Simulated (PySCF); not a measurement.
**Shapes and spin states of RuBr₂**

All numbers come from PySCF, PBE0, basis Ru def2-TZVP with ECP28, Br def2-TZVP (scalar-relativistic core potentials, no spin–orbit coupling, density fitting).

Relaxations began from a few typed shapes and spin states; open shells are unrestricted. The search is not exhaustive: other isomers or separated fragments can lie lower, and high-lying points may rest on an excited occupation.

Q: Order these stationary points by electronic energy, lowest first, in kJ/mol from the lowest minimum.
A. broken-symmetry Ms = 1 (⟨S²⟩ 2.98) D∞h: Ru–Br 2.358 Å (×2); Br–Ru–Br 180.0°
B. singlet (closed shell, unstable to spin polarisation) D∞h: Ru–Br 2.347 Å (×2); Br–Ru–Br 180.0°
C. triplet C2v: Ru–Br 2.317 Å (×2); Br–Ru–Br 112.0°
D. quintet D∞h: Ru–Br 2.373 Å (×2); Br–Ru–Br 180.0°
E. singlet (closed shell, unstable to spin polarisation) C2v: Ru–Br 2.328 Å (×2); Br–Ru–Br 123.6°

A: D (0.0), A (86.6), C (98.7), E (220.2), B (239.0).

Q: Which of them are minima?

A: By energy in kJ/mol, 0.0: minimum; 86.6: not settled, its softest mode being under 30 cm⁻¹; 98.7: minimum; 220.2: minimum of the closed-shell surface only; 239.0: saddle point, 1 imaginary mode.

Formally Ru is in oxidation state +2, d6, with 4 unpaired electrons (the high-spin count). The Mulliken spin on Ru is 3.56. The polar-tensor charge on Ru, 1.18, is far below the formal one.

For the lowest minimum: open d and f shells are described by one determinant, and the ground state may have another occupation or spin.

The electron or spin density has lower symmetry than the nuclear frame for the broken-symmetry Ms = 1 (⟨S²⟩ 2.98) D∞h at 86.6 kJ/mol, singlet (closed shell, unstable to spin polarisation) D∞h at 239.0 kJ/mol.
